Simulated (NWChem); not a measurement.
Species: Si₂H₄ClF; SMILES [SiH3][Si@@H](Cl)F

```xyz
8

F      1.8408     0.3037     0.3987
Si     0.4516     0.1362    -0.4257
Si    -0.5195    -1.9216     0.1154
Cl    -0.8309     1.6354     0.1785
H      0.7622     0.3499    -1.8641
H      0.3893    -3.0428    -0.2703
H     -0.7763    -1.9594     1.5851
H     -1.8095    -2.0480    -0.6268
```
Atoms are numbered in this order, from 1.

Coordinates come from a PBE0/def2-SVP optimisation.

### Question
Give the principal values of the shielding tensors (ppm) of F1, Si2, Si3, Cl4 from Hartree-Fock/6-31G* (spherical d), GIAO (NWChem), with their diamagnetic and paramagnetic parts as GIAO splits them.

### Answer
| atom | σ11 | σ22 | σ33 | isotropic | diamagnetic | paramagnetic |
|---|---|---|---|---|---|---|
| F1 | 319.5 | 387.3 | 442.6 | 383.1 | 473.6 | -90.5 |
| Si2 | 373.4 | 427.9 | 452.4 | 417.9 | 876.2 | -458.3 |
| Si3 | 514.3 | 517.2 | 522.2 | 517.9 | 880.3 | -362.4 |
| Cl4 | 809.7 | 1027.1 | 1068.1 | 968.3 | 1148.3 | -180.1 |
